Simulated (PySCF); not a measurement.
# [C5H4O3]-: g tensor and hyperfine couplings

C₅H₄O₃ (charge -1 and doublet state).
Geometry (GFN2-xTB, Å), atoms numbered from 1 in this order:
```xyz
12
C5H4O3 angstrom
O      2.2252    1.0061    1.0920
C      1.5871    0.0175    0.6531
O      2.2298   -1.2448    0.6933
C      0.2997    0.0136    0.1230
C     -0.6039    1.0854   -0.0567
C     -1.7560    0.5450   -0.6265
C     -1.5494   -0.7996   -0.7816
O     -0.2990   -1.1594   -0.3318
H      3.0937   -1.0587    1.0814
H     -0.4078    2.1058    0.2047
H     -2.6538    1.0745   -0.9001
H     -2.1643   -1.5862   -1.1769
```

The hyperfine couplings belong to this conformer and change with its torsions.

The species is `c1([C]([O-])O)occc1` [radical] (charge -1).

Method: PySCF 2.14.0, UKS B3LYP, pcH-1 on C H O, non-relativistic, mean-field spin-orbit, GIAO. Whether the extra electron is bound in the gas phase wasn't checked; a finite basis holds it in any case. Couplings are sensitive to structure, and on GFN2-xTB geometries they can be far from those on DFT ones, by a factor of two or more for some ions and for spin on atoms past the first row. Stability of the SCF solution: not tested.

```
g1, g2, g3        : 2.00205, 2.00425, 2.00513
g_iso             : 2.00381
Form of g         : rhombic: the two nearest values differ by 29 % of g3 − g1
⟨S²⟩              : 0.7612 (exact 0.7500)
α and β electrons : 30, 29
Total energy      : -418.61910 Eh
```

Hyperfine couplings atom by atom, in mT; T1 to T3 are the principal values of the dipolar part (MHz turned into mT with g_iso):

| atom | isotope | a_iso | T1 | T2 | T3 | Mulliken spin population |
| --- | --- | --- | --- | --- | --- | --- |
| O1 | 17O | -0.54 | -2.02 | 0.98 | 1.03 | 0.16 |
| C2 | 13C | 0.33 | -0.86 | -0.77 | 1.63 | 0.21 |
| O3 | 17O | -0.11 | -0.52 | 0.24 | 0.28 | 0.02 |
| C4 | 13C | -0.56 | -0.36 | -0.27 | 0.63 | 0.07 |
| C5 | 13C | 0.70 | -0.78 | -0.75 | 1.53 | 0.27 |
| C6 | 13C | -0.84 | -0.53 | 0.26 | 0.28 | -0.12 |
| C7 | 13C | 0.89 | -0.93 | -0.86 | 1.79 | 0.30 |
| O8 | 17O | -0.67 | -1.93 | 0.94 | 0.99 | 0.11 |
| H9 | 1H | -0.11 | -0.12 | -0.09 | 0.21 | 0.00 |
| H10 | 1H | -0.69 | -0.36 | -0.01 | 0.37 | -0.01 |
| H11 | 1H | 0.18 | -0.10 | 0.01 | 0.09 | 0.00 |
| H12 | 1H | -0.81 | -0.47 | 0.01 | 0.46 | -0.02 |

Largest spin populations (Mulliken): C7 (+0.30), C5 (+0.27), C2 (+0.21) and O1 (+0.16). Four atoms exceed +0.15.

The SMILES `[O-][C](O)c1ccco1` draws the unpaired electron on C2, whose computed spin population is only +0.21.

Axes: g1 is normal to the molecular plane, g2 points within 3° of the C6–C7 bond and g3 points within 8° of the C2–C4 bond.

Under fast tumbling the dipolar parts average out, and these isotropic splittings remain: 1 × 1H (H12, I = 1/2, 2 lines) with 0.81 mT, 1 × 1H (H10, I = 1/2, 2 lines) with 0.69 mT, 1 × 1H (H11, I = 1/2, 2 lines) with 0.18 mT and 1 × 1H (H9, I = 1/2, 2 lines) with 0.11 mT.

The 13C coupling of C7 (24.9 MHz) shows only in satellite lines or after enrichment, since that isotope makes up about 1.07 % of natural carbon.

The 17O coupling of O8 (-18.8 MHz) shows only in satellite lines or after enrichment, since that isotope makes up about 0.038 % of natural oxygen.
